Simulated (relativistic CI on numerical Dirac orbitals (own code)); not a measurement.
**Transition arrays of Co⁵⁺**

Computed by Dirac-Coulomb-Breit CI, separate exchange-only KLI orbitals for each configuration, model QED, valence Slater integrals scaled by 0.9, whole transition arrays (own radial code, finite nucleus).

CI space (outside the closed core [Ne] 3s2): 3p⁶3d⁴, 3p⁶3d³4f, 3p⁵3d⁵, 3p⁶3d³4p, 3p⁶3d³5f. Levels of other configurations are missing.

All E1 lines from the levels of 3p⁶3d⁴; mean and standard deviation are weighted by gf, and upper levels are sorted by their leading configuration.

```tsv
Upper configuration	Lines	Σgf	Mean (eV)	Mean (nm)	σ (eV)	Strongest line (nm)
3p⁶3d³4f	3087	235.2	71.05	17.450	2.71	17.777
3p⁵3d⁵	2660	183.1	73.89	16.779	5.76	15.170
3p⁶3d³4p	1718	70.7	43.10	28.766	2.04	28.700
3p⁶3d³5f	3148	443.3	80.28	15.443	2.74	15.295
```

Σgf per state of the lower configuration in bins of 0.5 nm over the central range (centre: value): 14.75: 0.32, 15.25: 1.05, 15.75: 0.69, 16.25: 0.27, 16.75: 0.64, 17.25: 0.50, 17.75: 0.25, 18.25: 0.12, 18.75: 0.10, 19.25: 0.05, 19.75: 0.02, 20.25: 0.01, 20.75: 0.02, 21.25: 0.01, 26.75: 0.02, 27.25: 0.01, 27.75: 0.03, 28.25: 0.09, 28.75: 0.06.

Problem. How do configuration mixing and the scaling of the Slater integrals move the arrays?

Solution. Slater scale 0.9, no configuration mixing: 3p⁶3d³4f 69.2 ± 2.4 eV (Σgf 191.7), 3p⁵3d⁵ 74.2 ± 5.9 eV (Σgf 542.9), 3p⁶3d³4p 43.1 ± 2.1 eV (Σgf 65.1), 3p⁶3d³5f 80.3 ± 2.5 eV (Σgf 106.4); Slater scale 1: 3p⁶3d³4f 71.4 ± 3.1 eV (Σgf 229.8), 3p⁵3d⁵ 77.6 ± 6.5 eV (Σgf 254.2), 3p⁶3d³4p 43.2 ± 2.3 eV (Σgf 71.1), 3p⁶3d³5f 81.0 ± 2.9 eV (Σgf 388.2); Slater scale 0.8: 3p⁶3d³4f 71.1 ± 2.4 eV (Σgf 278.7), 3p⁵3d⁵ 73.1 ± 5.4 eV (Σgf 192.8), 3p⁶3d³4p 43.0 ± 1.8 eV (Σgf 70.2), 3p⁶3d³5f 79.7 ± 2.5 eV (Σgf 379.7). With mixing, levels are counted to their leading configuration, so an array can shrink or vanish into another, and the sums then hold other lines.
